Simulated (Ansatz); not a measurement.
# Molecular dynamics of ClHOZn

Input file:

```yaml
crystal:
  periodic: [false, false, false]
  atoms:
    - { symbol: Zn, position_ang: [0.018912, -0.068118, 0.046243] }
    - { symbol: Cl, position_ang: [-0.010837, 0.039034, 2.152154] }
    - { symbol: O, position_ang: [0.006938, -0.024991, -1.727588] }
    - { symbol: H, position_ang: [0.239687, -0.863326, -2.14791] }
basis:
  gaussian: { orbitals: def2-SVP }
hamiltonian:
  xc: b3lyp
  dispersion: d4
md:
  timestep: 1.0
  n_steps: 250
  ensemble: nvt_nose_hoover
  temperature: 300.0
  initial_velocities: maxwell_boltzmann
  seed: 765646
  nose_hoover: { tau: 1.0, chain_length: 1 }
```

Command:

```bash
$ ansatz run input.yaml --threads 1 --pin off --max-ram 2048MiB --backend cpu --events-out ev --progress --plain --runs-dir out
```

It starts from a relaxed structure.

Output, in part (step lines, the closing report, with atoms numbered from 0):

```
md step     0: t =     0.00 fs  T =   300.0 K  F+E_penalty+E_count = -62996.65609232 eV  E_kin = 0.077556 eV  conserved = -62996.57853632 eV  (28 SCF iters)
[... lines left out ...]
Total energy: -62996.49825868 eV, -2315.0786104464 hartree
Atom 0 at     0.137606    -0.170379     0.044299 Å, force    -0.132177     0.340321     0.730530 eV/Å
Atom 1 at    -0.114464     0.126637     2.111212 Å, force     0.163163    -0.210911     0.248960 eV/Å
Atom 2 at    -0.258240     0.111365    -1.624744 Å, force     0.145360     0.081248    -1.236846 eV/Å
Atom 3 at     0.394388     0.524315    -2.214317 Å, force    -0.176346    -0.210658     0.257355 eV/Å
Dipole moment:     0.442720    -0.094642    -0.320232 e Å
```

The steps, from the saved trajectory:

```csv
time (fs),T (K),potential energy less start (eV),conserved less start (meV/atom)
0,300,0.000,0.00
9,263,0.012,0.05
18,219,0.019,0.16
27,259,0.053,0.65
36,430,0.068,0.44
45,508,0.069,0.01
54,344,0.123,0.22
63,93,0.144,0.31
72,295,0.198,0.82
81,847,0.198,0.06
90,184,0.249,1.04
99,79,0.227,0.04
108,404,0.237,1.54
117,208,0.180,0.83
126,86,0.134,0.07
135,93,0.100,0.04
144,114,0.067,0.04
153,158,0.053,0.16
162,309,0.031,0.34
171,488,0.023,0.26
180,543,0.010,0.12
189,534,0.005,0.11
198,487,0.021,0.23
207,330,0.029,0.32
216,183,0.047,0.15
225,132,0.071,0.06
234,160,0.094,0.22
243,405,0.152,0.79
```

The run went to its last step. The conserved energy stayed within 3.1 meV per atom of its start (net change 0.1 meV per atom), so the integration is sound. A run of 0.25 ps of so small a system gives no equilibrium averages.

The same pairs are bonded in the first frame and the last. Pairs count as bonded within 1.25 times the sum of covalent radii (0.12 Å more for H–H).

Last frame:

```xyz
4
Properties=species:S:1:pos:R:3
Zn 0.138 -0.170 0.044
Cl -0.115 0.127 2.111
O -0.258 0.111 -1.625
H 0.394 0.524 -2.214
```

Time of the run: 7.3 min on 1 thread of Intel(R) Xeon(R) Platinum 8488C (Sapphire Rapids), on a shared host, peak memory 0.15 GiB.
